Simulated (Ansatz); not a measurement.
Two structures of AlN₂H₇S, closed shell, reached by relaxing down either side of one saddle point (PBE0-D4/def2-TZVP). Energies are electronic, without zero-point energy. Program: Ansatz 0.2.0. Basis: def2-TZVPP and def2-QZVPP. Cores are frozen in the correlated methods. Extrapolation: Hartree–Fock as exp(−7.88 √X), correlation as X^−2.97. First:

```json
{"atom": "Al1", "x (Å)": "0.4320", "y (Å)": "-0.6118", "z (Å)": "-0.2349"}
{"atom": "H2", "x (Å)": "1.5098", "y (Å)": "-0.9083", "z (Å)": "-1.3647"}
{"atom": "N3", "x (Å)": "0.8803", "y (Å)": "-0.5948", "z (Å)": "1.4978"}
{"atom": "N4", "x (Å)": "-1.2988", "y (Å)": "-0.8487", "z (Å)": "-0.6198"}
{"atom": "H5", "x (Å)": "-0.0675", "y (Å)": "2.2013", "z (Å)": "-1.6476"}
{"atom": "S6", "x (Å)": "0.6166", "y (Å)": "2.0503", "z (Å)": "-0.5010"}
{"atom": "H7", "x (Å)": "1.8293", "y (Å)": "-0.6174", "z (Å)": "1.8327"}
{"atom": "H8", "x (Å)": "0.2498", "y (Å)": "-0.8092", "z (Å)": "2.2527"}
{"atom": "H9", "x (Å)": "-2.0410", "y (Å)": "-0.9257", "z (Å)": "0.0559"}
{"atom": "H10", "x (Å)": "-1.6274", "y (Å)": "-1.1556", "z (Å)": "-1.5204"}
{"atom": "H11", "x (Å)": "-0.4831", "y (Å)": "2.2201", "z (Å)": "0.2491"}
```

Second:

```
atom    x (Å)    y (Å)    z (Å)
 Al1  -0.2044   0.2330   0.4504
  H2   1.5907  -0.5781  -2.0261
  N3   0.8986  -0.5071   1.6101
  N4  -1.5186  -0.6812  -0.2935
  H5   1.6088   0.1692  -2.0046
  S6   0.0841   2.3573  -0.0087
  H7   1.5724   0.0047   2.1547
  H8   0.9594  -1.4903   1.8145
  H9  -1.7874  -1.6157  -0.0337
 H10  -2.0910  -0.3535  -1.0528
 H11  -1.1126   2.4619  -0.6105
```

Which bonds change from the first to the second?

AlN₂H₅ ([NH2][AlH][NH2]) + H₂S → AlN₂H₅S ([NH2][Al]([NH2])[SH]) + H₂; bonds formed: H2–H5; dative contacts that become bonds: Al1–S6; bonds broken: Al1–H2, H5–S6.

Give the saddle point's structure and its height above each. (To be estimated.)

The calculation gives: 67.1 kJ/mol above the first and 138.8 kJ/mol above the second (CCSD(T) at an estimated basis limit (MP2 extrapolated from triple and quadruple zeta, plus CCSD(T) − MP2 in triple zeta)).
```
11
angstrom
Al 0.1383 -0.2371 -0.0130
H 1.0151 -0.1071 -1.4670
N 0.9804 -0.6245 1.4973
N -1.4569 -0.8733 -0.4447
H 0.9135 1.0505 -1.1635
S 0.4273 2.1891 -0.2155
H 1.4986 0.0386 2.0484
H 1.1571 -1.5603 1.8234
H -2.1807 -1.0964 0.2180
H -1.7676 -1.0590 -1.3834
H -0.7252 2.2798 -0.9000
```

The T1 diagnostic stays at or below 0.012.

Exchanges of this kind with a chalcogen hydride build sulfide and selenide films.

Labels in which every atom is bracketed show which atoms are joined, not bond orders.

For scale, one of the runs: CCSD(T)/def2-TZVPP, 244 basis functions, launched by `ansatz run in.yaml --threads 4 --pin off --events-out ev --progress --plain --max-ram 9574MiB`. The run took 94 s on 4 CPU threads of an Arm Neoverse V1 (shared host), with 4.6 GiB of host memory at its peak.
